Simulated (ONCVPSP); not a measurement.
Pb: excitation energies, all-electron against ONCV

- Element: lead
- Generator: ONCVPSP 4.0.1
- Type: optimised norm-conserving Vanderbilt (ONCV)
- Functional: PBEsol
- Relativity: scalar-relativistic
- Frozen core: [Kr] 4d10 4f14
- Valence charge: 22
- Reference configuration: 5s2 5p6 5d10 6s2 (charge +2)
- Partial waves: 5s+6s: rc 1.40 bohr, ncon 3, nbas 7, qcut 11 1/bohr, 2 projectors; 5p: rc 1.10 bohr, ncon 5, nbas 8, qcut 7.3 1/bohr, 2 projectors, debl 2.4 Ha; 5d: rc 1.85 bohr, ncon 4, nbas 8, qcut 6.8 1/bohr, 2 projectors, debl 3.2 Ha
- Local potential: polynomial inside 0.90 bohr (lpopt 3, dvloc0 0 Ha)
- Core correction: Teter function, fcfact 4.5, rcfact 1.6

In the p channel the program set the typed energies aside and used -3.772, 0.250 Ha.

Energies are relative to the spin-unpolarised reference configuration 5s2 5p6 5d10 6s2; without spin polarisation the order of configurations can differ from experiment.

```csv
valence configuration,charge,ΔE all-electron (eV),error AE − PS (meV)
5s2 5p6 5d10 6s2 6p2,0,-20.046,+8.6
5s2 5p5 5d10 6s2 6p2,+1,72.889,-155
```

Question: What are ΔE and the potential's error for 5s2 5p6 5d10 6s2 6p1?

Answer: ΔE = -13.447 eV all-electron; the error (AE − PS) is +6.0 meV.

Question: What are ΔE and the potential's error for 5s2 5p6 5d10 6s1?

Answer: ΔE = 32.480 eV all-electron; the error (AE − PS) is -14 meV.
